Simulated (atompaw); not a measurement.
# Reading a pseudo-wave (Sn (Z = 50))

Columns: radius, all-electron u(r) and pseudo u(r) of the 4s shell (level -133.93 eV) of tin in the configuration [Ar] 3d10 4s2 4p6 4d10 5s2 5p2; PBE, scalar-relativistic, PAW (atompaw) scheme, atompaw 4.2.0.5.

| r (bohr) | all-electron | pseudo |
| --- | --- | --- |
| 0.063 | 0.3890 | 0.2028 |
| 0.127 | 0.2026 | 0.4032 |
| 0.190 | -0.4586 | 0.5896 |
| 0.254 | -0.7315 | 0.7629 |
| 0.317 | -0.5637 | 0.9134 |
| 0.381 | -0.1556 | 1.0425 |
| 0.444 | 0.2980 | 1.1436 |
| 0.508 | 0.7017 | 1.2182 |
| 0.571 | 0.9980 | 1.2638 |
| 0.635 | 1.1893 | 1.2821 |
| 0.698 | 1.2814 | 1.2744 |
| 0.762 | 1.2980 | 1.2425 |
| 0.825 | 1.2593 | 1.1908 |
| 0.888 | 1.1848 | 1.1224 |
| 0.952 | 1.0874 | 1.0400 |
| 1.015 | 0.9817 | 0.9503 |
| 1.079 | 0.8720 | 0.8544 |
| 1.142 | 0.7673 | 0.7592 |
| 1.206 | 0.6676 | 0.6650 |
| 1.269 | 0.5778 | 0.5776 |
| 1.333 | 0.4957 | 0.4961 |
| 1.396 | 0.4241 | 0.4243 |
| 1.460 | 0.3603 | 0.3603 |
| 1.523 | 0.3058 | 0.3058 |
| 1.587 | 0.2579 | 0.2579 |
| 1.650 | 0.2176 | 0.2176 |

Q: How many radial nodes do the two functions have?

A: The all-electron 4s function has n − l − 1 = 3 (the table is too coarse to show those close to the nucleus); the pseudo-wave has 0, since the states of the same l below it are removed with the core.

Q: At about which radius was the pseudo-wave matched?

A: 1.50 bohr. The columns agree to 0.0005 from 1.27 bohr on; several derivatives are matched, so the curves merge somewhat inside the radius.

Q: Where does each function peak?

A: Outermost all-electron maximum near 0.76 bohr, pseudo maximum near 0.64 bohr (to the table’s step).

Q: Is the pseudo-wave norm-conserving?

A: No, it belongs to a PAW set: the norm inside the radius is not constrained, and the difference is carried by the augmentation charge.
